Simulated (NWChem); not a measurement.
# KOH; SMILES [OH][K]

All runs: NWChem. Pople sets run with spherical d functions. All runs use the structure optimised with B3LYP/6-31G* (spherical d). Vertical excitations in the gas phase.

### Question
Predict the results for B3LYP/6-31+G*, TDA. Quantities: lowest excitation, singlet (eV); oscillator strength of that lowest state; orbital gap (eV).

### Answer
| Property | Result |
|---|---|
| lowest excitation, singlet (eV) | 2.47 |
| oscillator strength of that lowest state | 0.008 |
| orbital gap (eV) | 3.21 |
